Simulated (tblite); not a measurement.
C7H12.
SMILES with atom numbers: `[CH2:1]=[CH:2][CH2:3]/[CH:4]=[CH:5]\[CH2:6][CH3:7]` (hydrogens: H8, H9 on C1; H10 on C2; H11, H12 on C3; H13 on C4; H14 on C5; H15, H16 on C6; H17, H18, H19 on C7)

The geometry is computed with GFN2-xTB (gas phase).

Q: List the bond lengths, angles and torsions at this level.

A: 
| bond | length (bohr) |
| --- | --- |
| C1=C2 | 2.492 |
| C2–C3 | 2.833 |
| C3–C4 | 2.836 |
| C4=C5 | 2.502 |
| C5–C6 | 2.829 |
| C6–C7 | 2.890 |
| C1–H8 | 2.035 |
| C1–H9 | 2.037 |
| C2–H10 | 2.046 |
| C3–H11, C3–H12 | 2.064 |
| C4–H13 | 2.048 |
| C5–H14 | 2.048 |
| C6–H15, C6–H16 | 2.063 |
| C7–H17, C7–H18, C7–H19 | 2.056 |

Bonds in one row agree within 0.02 bohr and their mean is given. A selection of angles:
| angle | degrees |
| --- | --- |
| C2–C1–H8 | 122.0 |
| C2–C1–H9 | 121.8 |
| H8–C1–H9 | 116.2 |
| C1–C2–C3 | 124.4 |
| C1–C2–H10 | 120.4 |
| C3–C2–H10 | 115.2 |
| C2–C3–C4 | 109.6 |
| C2–C3–H11 | 109.9 |
| C4–C3–H11 | 111.6 |
| C4–C3–H12 | 108.4 |
| H11–C3–H12 | 108.5 |
| C3–C4–C5 | 127.6 |
| C3–C4–H13 | 113.7 |
| C5–C4–H13 | 118.7 |
| C4–C5–C6 | 127.9 |
| C4–C5–H14 | 118.3 |
| C6–C5–H14 | 113.8 |
| C5–C6–C7 | 110.7 |
| C5–C6–H15 | 111.2 |
| C5–C6–H16 | 108.7 |
| C7–C6–H15 | 109.3 |
| H15–C6–H16 | 107.8 |
| C6–C7–H17 | 110.6 |
| C6–C7–H18 | 110.2 |
| H17–C7–H18 | 108.4 |
| H18–C7–H19 | 108.6 |

Torsions: C1–C2–C3–C4 119° (anticlinal); C2–C3–C4–C5 -119° (anticlinal); C3–C4–C5–C6 0° (synperiplanar); C4–C5–C6–C7 113° (anticlinal). The mirror-image conformer, all signs reversed, is as good.

The 6 C–C bonds span 1.319 Å (C1=C2, drawn double) to 1.529 Å (C6–C7, drawn single), a spread of 0.210 Å. Of the pairs four or more bonds apart, H11···H15 is among the closest relative to their van der Waals radii: 2.05 Å, 86 % of the sum of Bondi's values.

Point group: C1 (no symmetry element, even within 0.4 Å). Its lowest GFN2-xTB frequency is 10i cm⁻¹, too small to tell a flat minimum from a shallow saddle. The numbers are those of one conformer.
